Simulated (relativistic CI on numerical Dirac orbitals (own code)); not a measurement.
# d1 to d9 in one octahedral field

Computed with a parametric ligand-field model without spin-orbit coupling, by exact diagonalisation: B = 470, C = 1900, 10Dq = 23300 cm⁻¹ (Oh; |10Dq|/B = 49.6) for every shell. Energies in cm⁻¹; the field energy is (0.6 n_e − 0.4 n_t2) × 10Dq of the ground term; g labels are left out. So small a B with so large a field is typical of 4d and 5d ions, where spin-orbit coupling, left out here, reaches 1,000 to 4,000 cm⁻¹.

| Shell | Ground term | Electrons in e | Field energy | First spin-allowed bands | Lowest term of other spin |
| --- | --- | --- | --- | --- | --- |
| d1 | 2T2 | 0.000 | -9320 | 2E 23300 |  |
| d2 | 3T1 | 0.010 | -18403 | 3T2 22176, 3T1 28102 | 1T2 6790 |
| d3 | 4A2 | 0.000 | -27960 | 4T2 23300, 4T1 28532 | 2E 9399 |
| d4 | ? | ? | ? | ? | ? |
| d5 | 2T2 | 0.030 | -45909 | 2A2 20780, 2T1 20949 | 4T1 14114 |
| d6 | 1A1 | 0.022 | -55402 | 1T1 21916, 1T2 28585 | 3T1 17887 |
| d7 | 2E | 1.015 | -41592 | 2T1 21805, 2T2 22268 | 4T1 13982 |
| d8 | 3A2 | 2.000 | -27960 | 3T2 23300, 3T1 28532 | 1E 7504 |
| d9 | 2E | 3.000 | -13980 | 2T2 23300 |  |

**Question.** Fill in the row of d4.

**Answer.** Ground term: 3T1; Electrons in e: 0.016; Field energy: -36916; First spin-allowed bands: 3E 21457, 3T1 21924; Lowest term of other spin: 1T2 5768. Low spin: d4, d5, d6, d7; the other shells keep the spin of the free ion. Only d4 to d7 can choose; the field needed to pair spins is smallest for d6 and largest for d5, which loses most exchange energy. In the strong-field picture 10Dq must exceed about 6B + 5C = 12320 (d4), 7.5B + 5C = 13025 (d5), 2.5B + 4C = 8775 (d6) and 4B + 4C = 9480 (d7); mixing of terms shifts these bounds somewhat.
